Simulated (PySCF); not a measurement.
**Worked example: oscillator strength and radiative lifetime**

Zr(F)3(OH)(OH2) (F₃H₃O₂Zr), SMILES [OH][Zr](<-[OH2])([F])([F])[F], multiplicity 1.

Geometry: B3LYP-D3(BJ)/def2-SVP. The multiplicity is an assumed one; no other spin state was optimised. The structure was generated by enumeration; whether it is a known compound was not checked. The def2 effective core potentials stand for the cores of Zr; spin–orbit coupling is left out. Other conformers were not sampled.

TDDFT-PBE/def2-SVPD run with PySCF puts the first singlet state with f over 0.02 at 7.18 eV (vertical), with the transition dipole (-0.566, -0.132, 0.000) in atomic units.

Q: Find the oscillator strength, the wavelength and the radiative lifetime that this transition would have in vacuum if emission retraced absorption.

A: 
|μ|² = 0.3378 au, so |μ| = 1.48 D. ΔE = 7.18/27.211 = 0.2639 hartree. f = (2/3) ΔE |μ|² = 0.059 (the program prints 0.059).
λ = 1239.84/7.18 = 173 nm; ν = 57911 cm⁻¹.
Einstein's coefficient A = 0.6670 ν² f s⁻¹ (ν in cm⁻¹) = 1.3e8 s⁻¹, so τ = 1/A = 7.5 ns. This state is S6; the lower singlets have f = 0.001, 0.002, 0.002, 0.005, 0.000. The figure is the radiative limit of this one transition; relaxation, internal conversion, crossing to triplets and a medium change what is measured.
